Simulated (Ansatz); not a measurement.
Reaction (ligand exchange at the Si–I bond): `O[SiH](F)I` + `O[SiH](O)S` → `O[SiH](O)S[SiH](O)F` + HI

Calculated with Ansatz (gas phase, PBE0-D4/def2-TZVP geometries, no zero-point term in ΔE). CBS: MP2 limit from def2 TZ/QZ plus the TZ coupled-cluster correction, frozen cores. DFT in def2-TZVPP. B3LYP here is the variant with VWN-RPA as its local correlation; programs differ in this. def2 core potentials past Kr. For I outer-core shells are correlated without core-valence functions, which leaves a few kJ/mol of doubt a bond. Each species was taken in one conformer, which may not be the lowest.

```tsv
level	ΔE (kcal/mol)	difference from CCSD(T)/CBS
PBE-D4	0.5	-1.2
r2SCAN-D4	0.7	-1.0
PBE0-D4	0.8	-0.9
B3LYP-D4	0.5	-1.2
ωB97X-V	1.0	-0.7
ωB97M-V	0.8	-0.9
B2PLYP	2.0	0.3
PBE	2.0	0.3
r2SCAN	1.2	-0.5
PBE0	2.1	0.4
B3LYP	2.8	1.1
HF/def2-TZVPP	4.7	3.0
MP2/def2-TZVPP	1.3	-0.4
SCS-MP2/def2-TZVPP	1.7	0.0
CCSD/def2-TZVPP	1.1	-0.6
CCSD(T)/def2-TZVPP	0.3	-1.4
HF/def2-QZVPP	4.9	3.2
MP2/def2-QZVPP	2.1	0.4
SCS-MP2/def2-QZVPP	2.5	0.8
HF/CBS(def2)	4.9	3.2
MP2/CBS(def2)	2.6	0.9
CCSD/CBS(def2)	2.4	0.7
CCSD(T)/CBS	1.7	0
```

Largest T1 diagnostic among the species: 0.012.

In def2-TZVPP, CCSD(T) changes the Hartree–Fock value by −4.4 kcal/mol (the triples alone add −0.7 kcal/mol) and MP2 by −3.4 kcal/mol. The D4 term adds −2.3 kcal/mol with B3LYP and −1.3 kcal/mol with PBE0; it sums over pairs of atoms, weighted by their polarisabilities, and B3LYP, whose exchange is more repulsive, gets the larger term.
